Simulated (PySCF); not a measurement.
A PySCF script (with the pyscf-properties extension) for the NMR shieldings of SMILES FC(F)(F)P([SiH3])PP[SiH3], CH$_{8}$F$_{3}$P$_{3}$Si$_{2}$, on a GFN2-xTB geometry:

```python
import basis_set_exchange as bse
import numpy as np
from pyscf import gto, dft
from pyscf.prop import nmr

atoms = """
F    -2.213796   -1.051406   -1.428425
C    -2.154084   -1.685007   -0.241658
F    -3.425277   -1.952148    0.095972
F    -1.563513   -2.863895   -0.479469
P    -1.280389   -0.737721    1.112280
Si   -2.283740    1.240622    0.630096
P     0.527844   -0.514118   -0.065637
P     1.599968    0.788068    1.290318
Si    3.634713    0.473099    0.375284
H    -1.845669    2.130663    1.705640
H    -1.865492    1.743644   -0.683022
H    -3.717386    0.956673    0.677008
H     1.109934   -1.683350    0.438423
H     1.301110    1.929556    0.554170
H     3.607517    0.509641   -1.088886
H     4.452064    1.561346    0.909125
H     4.109197   -0.833638    0.838332
"""
names = dict.fromkeys(["F", "C", "P", "Si", "H"], "pcSseg-1")
basis = {el: gto.basis.parse(bse.get_basis(n, elements=[el], fmt="nwchem")) for el, n in names.items()}
mol = gto.M(atom=atoms, basis=basis, charge=0, verbose=0)
mf = dft.RKS(mol, xc="PBE0")
mf.grids.level = 2
mf.grids.alignment = dft.numint.BLKSIZE   # the property module wants whole blocks of grid points
mf.conv_tol = 1e-9
mf.kernel()

calc = nmr.RKS(mf)   # GIAO
C = mf.mo_coeff
Co = C[:, mf.mo_occ > 0]
resp = mf.gen_response(singlet=True, hermi=2)
def vind(x):   # induced exchange potential for any number of trial vectors
    d = np.einsum("pi,xij,qj->xpq", C, 2 * x.reshape(-1, C.shape[1], Co.shape[1]), Co, optimize=True)
    return np.einsum("xpq,pi,qj->xij", resp(d - d.transpose(0, 2, 1)), C, Co, optimize=True).ravel()
mo1, _ = nmr.rhf.solve_mo1(calc, with_cphf=vind)
sigma = calc.kernel(mo1)
for i, s in enumerate(sigma):   # ppm
    print("%2d %-2s %9.2f" % (i, mol.atom_pure_symbol(i), np.trace(s) / 3))
```

**Question.** What are the results?

**Answer.** 
```
 0 F     224.91
 1 C      44.38
 2 F     235.15
 3 F     230.07
 4 P     438.01
 5 Si    422.16
 6 P     478.31
 7 P     585.87
 8 Si    424.76
 9 H      27.63
10 H      27.55
11 H      27.25
12 H      28.31
13 H      30.34
14 H      27.38
15 H      27.32
16 H      27.68
```

These numbers come from an equivalent density-fitted implementation of the same equations, which agrees with the script to about 0.01 ppm for H and up to a few tenths of a ppm for heavy atoms, so last digits may differ.

Size and cost of the density-fitted run: 228 basis functions, roughly 2.2 core-minutes.
